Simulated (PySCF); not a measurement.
# Spinor energies of Ca³⁺ (calcium, charge +3)

Start: [Ne] 3s2 3p5; 3p1/2 filled at m_j = -1/2, +1/2; 3p3/2 filled at m_j = -1/2, +1/2, +3/2. Calculated with PySCF 2.14 in an even-tempered Gaussian basis (21 s from 0.092 bohr⁻², ratio 2.4; 15 p from 0.12 bohr⁻², ratio 2.4; 5 d from 1.7 bohr⁻², ratio 2.6; 5 f from 2.5 bohr⁻², ratio 2.6): generalised Hartree-Fock with the X2C-1e Hamiltonian and a Gaussian nucleus; one run each with spin-orbit coupling (SO) switched off, then screened by Boettger's factors.

```
spinor shell  electrons  ε, spin-free (eV)  ε, screened SO (eV)  weight of nominal j (screened SO)  rms radius, screened SO (bohr)
       1s1/2          2            -4120.9              -4120.9                              1.000                          0.0888
       2s1/2          2            -496.72              -496.69                              1.000                           0.392
       2p1/2          2            -406.26              -409.11                              0.995                           0.360
       2p3/2          4            -406.26              -404.81                              0.998                           0.363
       3s1/2          2            -92.144              -92.131                              1.000                            1.21
       3p1/2          2            -68.035              -68.733                              0.628                            1.30
       3p3/2          3            -68.035              -67.600                              0.752                            1.31
```

| quantity | spin-free | screened SO |
| --- | --- | --- |
| E (hartree) | -677.19464 | -677.20323 |
| M_J | 3/2 | 3/2 |
| ⟨J²⟩ | 3.755 | 3.755 |
| ⟨L²⟩ | 2.003 | 2.004 |
| ⟨S²⟩ | 0.751 | 0.751 |

Each row is a mean over spinors that exchange with the open shell spreads, by up to 4.798 eV (3s1/2).

Rows whose weight is well below 1 are mixtures of j = l ± 1/2: exchange outweighs spin-orbit coupling there, and the label is only the starting occupation.

Without spin-orbit coupling the j labels of p, d and f shells carry no meaning; the spin-free column gives the mean over the occupied spinors of each nl shell.
